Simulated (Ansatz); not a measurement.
AlBrH4OSi, SMILES `[OH][Al]([SiH3])[Br]` from Hartree–Fock to CCSD(T)

```csv
atom,x (Å),y (Å),z (Å)
O1,1.552,0.921,-1.316
Al2,0.580,0.738,0.051
Si3,-1.025,-1.084,0.197
Br4,0.803,2.219,1.751
H5,2.201,1.616,-1.421
H6,-0.639,-2.004,1.303
H7,-1.095,-1.863,-1.067
H8,-2.377,-0.542,0.503
```

The species carries charge 0 and has multiplicity 1. Correlated methods include outer-core shells of Br, which these sets cover unevenly. Scalar relativity is left out up to krypton. The structure was optimised at the PBE0-D4/def2-TZVP level. It is one conformer, not always the lowest. Frozen core, restricted reference, the Gaussian-basis code of Ansatz.

```
     basis      HF (Eh)  MP2 corr.  CCSD corr.       (T)  CCSD(T) total
  def2-SVP  -3180.04461   -0.57693    -0.61225  -0.01351    -3180.67037
def2-TZVPP  -3180.64789   -0.71459    -0.75033  -0.02591    -3181.42413
def2-QZVPP  -3180.71681   -1.06820           –         –              –
```
